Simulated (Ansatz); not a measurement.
Job for Ansatz (a first-principles code): U-PBE0/def2-TZVPP on OF-, 2S+1 = 5, a spin state set in the input, which need not be the lowest. Charge -1.

Ansatz 0.2 input:
```yaml
crystal:
  periodic: [false, false, false]
  atoms:
    - {symbol: O, position_ang: [0.00000000, 0.00000000, 0.00000000]}
    - {symbol: F, position_ang: [0.00000000, 0.00000000, 1.16800000]}
basis:
  gaussian:
    orbitals: def2-TZVPP
hamiltonian:
  xc: {name: PBE0}
total_charge: -1
magnetization: {spin_polarized: true, initial_magnetization: 4}
relax: {f_tol: 0.002, max_steps: 120}
```

The log:

```
WARN ansatz: RAYON_NUM_THREADS=1 ignored (pool sized by the plan → 1); use --threads N
Functional definition: PBE0
integrals: 0.01 GiB planned
307 factors; their error is unknown
mean field: 0.13 GiB planned
mean field evaluation 1: about -4721.1372 eV, gradient 6.6e1 eV
mean field evaluation 2: about -4705.0058 eV, gradient 1.1e2 eV
mean field evaluation 4: about -4735.9873 eV, gradient 1.3e1 eV
mean field evaluation 8: about -4736.5597 eV, gradient 1.6e-1 eV
mean field evaluation 16: about -4736.5600 eV, gradient 5.8e-5 eV
integrals: 0.04 GiB planned
a density is far from that of the atoms, so the factors are made again for it
455 factors; integrals over basis functions are off by at most 3.8e-4 eV
mean field: 0.15 GiB planned
mean field -4736.56008240 eV, -174.0653724723 hartree, gradient 4.2e-5 eV, S^2 6.004970; 0 other end points of the search recorded, 0 dependent functions left out
the calculation of the forces begins
reference -4736.56009500 eV, -174.0653729354 hartree; 11, 7 occupied and 51, 55 virtual orbitals, 455 factors
relax step   1: F+E_penalty+E_count = -4736.56008240 eV  Δ(F+E_penalty+E_count) = +0.000e0 eV  max|allowed force component| = 3.283e1 eV/Å  Δτ_max = 0.0000 Å  (101 SCF iters, accepted)
these checks for a lower state are left out or cut short: starts, cluster_reference, orbital_swaps, neighbouring_geometries, increment
integrals: 0.01 GiB planned
307 factors; their error is unknown
mean field: 0.13 GiB planned
mean field evaluation 32: about -4742.4067 eV, gradient 1.1e-1 eV
mean field -4742.40678197 eV, -174.2802347187 hartree, gradient 2.4e-5 eV, S^2 6.006772; 0 other end points of the search recorded, 0 dependent functions left out
the calculation of the forces begins
reference -4742.40679058 eV, -174.2802350350 hartree; 11, 7 occupied and 51, 55 virtual orbitals, 307 factors
relax step   2: F+E_penalty+E_count = -4742.40678197 eV  Δ(F+E_penalty+E_count) = -5.847e0 eV  max|allowed force component| = 1.067e1 eV/Å  Δτ_max = 0.1462 Å  (48 SCF iters, accepted)
these checks for a lower state are left out or cut short: starts, cluster_reference, orbital_swaps, neighbouring_geometries, increment
integrals: 0.01 GiB planned
307 factors; their error is unknown
mean field: 0.13 GiB planned
mean field -4743.77237865 eV, -174.3304194709 hartree, gradient 2.2e-5 eV, S^2 6.006816; 0 other end points of the search recorded, 0 dependent functions left out
the calculation of the forces begins
reference -4743.77238762 eV, -174.3304198007 hartree; 11, 7 occupied and 51, 55 virtual orbitals, 307 factors
relax step   3: F+E_penalty+E_count = -4743.77237865 eV  Δ(F+E_penalty+E_count) = -1.366e0 eV  max|allowed force component| = 2.730e0 eV/Å  Δτ_max = 0.1114 Å  (39 SCF iters, accepted)
these checks for a lower state are left out or cut short: starts, cluster_reference, orbital_swaps, neighbouring_geometries, increment
integrals: 0.01 GiB planned
307 factors; their error is unknown
mean field: 0.13 GiB planned
mean field -4743.98345703 eV, -174.3381764584 hartree, gradient 2.2e-5 eV, S^2 6.007176; 0 other end points of the search recorded, 0 dependent functions left out
the calculation of the forces begins
reference -4743.98346604 eV, -174.3381767894 hartree; 11, 7 occupied and 51, 55 virtual orbitals, 307 factors
relax step   4: F+E_penalty+E_count = -4743.98345703 eV  Δ(F+E_penalty+E_count) = -2.111e-1 eV  max|allowed force component| = 4.311e-1 eV/Å  Δτ_max = 0.1488 Å  (45 SCF iters, accepted)
these checks for a lower state are left out or cut short: starts, cluster_reference, orbital_swaps, neighbouring_geometries, increment
integrals: 0.01 GiB planned
307 factors; their error is unknown
mean field: 0.13 GiB planned
mean field -4744.00249803 eV, -174.3388762024 hartree, gradient 1.5e-5 eV, S^2 6.006918; 0 other end points of the search recorded, 0 dependent functions left out
the calculation of the forces begins
reference -4744.00250704 eV, -174.3388765333 hartree; 11, 7 occupied and 51, 55 virtual orbitals, 307 factors
relax step   5: F+E_penalty+E_count = -4744.00249803 eV  Δ(F+E_penalty+E_count) = -1.904e-2 eV  max|allowed force component| = 1.739e-1 eV/Å  Δτ_max = 0.0562 Å  (40 SCF iters, accepted)
these checks for a lower state are left out or cut short: starts, cluster_reference, orbital_swaps, neighbouring_geometries, increment
integrals: 0.01 GiB planned
307 factors; their error is unknown
mean field: 0.13 GiB planned
mean field evaluation 64: about -4743.9792 eV, gradient 4.3e-1 eV
mean field -4744.00454711 eV, -174.3389515046 hartree, gradient 2.4e-5 eV, S^2 6.006958; 0 other end points of the search recorded, 0 dependent functions left out
the calculation of the forces begins
reference -4744.00455612 eV, -174.3389518355 hartree; 11, 7 occupied and 51, 55 virtual orbitals, 307 factors
relax step   6: F+E_penalty+E_count = -4744.00454711 eV  Δ(F+E_penalty+E_count) = -2.049e-3 eV  max|allowed force component| = 4.480e-3 eV/Å  Δτ_max = 0.0118 Å  (40 SCF iters, accepted)
these checks for a lower state are left out or cut short: starts, cluster_reference, orbital_swaps, neighbouring_geometries, increment
integrals: 0.01 GiB planned
307 factors; their error is unknown
mean field: 0.13 GiB planned
mean field -4744.00454848 eV, -174.3389515550 hartree, gradient 3.5e-5 eV, S^2 6.006960; 0 other end points of the search recorded, 0 dependent functions left out
the calculation of the forces begins
reference -4744.00455749 eV, -174.3389518860 hartree; 11, 7 occupied and 51, 55 virtual orbitals, 307 factors
relax step   7: F+E_penalty+E_count = -4744.00454848 eV  Δ(F+E_penalty+E_count) = -1.373e-6 eV  max|allowed force component| = 1.352e-3 eV/Å  Δτ_max = 0.0004 Å  (29 SCF iters, accepted)
integrals: 0.01 GiB planned
307 factors; their error is unknown
mean field: 0.13 GiB planned
mean field evaluation 96: about -4744.0045 eV, gradient 9.2e-5 eV
mean field -4744.00454848 eV, -174.3389515550 hartree, gradient 3.5e-5 eV, S^2 6.006960; 2 other end points of the search recorded, 0 dependent functions left out
the calculation of the forces begins
reference -4744.00455749 eV, -174.3389518860 hartree; 11, 7 occupied and 51, 55 virtual orbitals, 307 factors
Total energy: -4744.00455749 eV, -174.3389518860 hartree
Atom 0 at    -0.000000    -0.000000    -0.362440 Å, force    -0.000000     0.000000     0.001352 eV/Å
Atom 1 at     0.000000     0.000000     1.530440 Å, force     0.000000    -0.000000    -0.001352 eV/Å
Dipole moment:     0.000000    -0.000000     0.607553 e Å
```

The calculation finished and met its thresholds.

Cost: roughly 8 core-seconds.
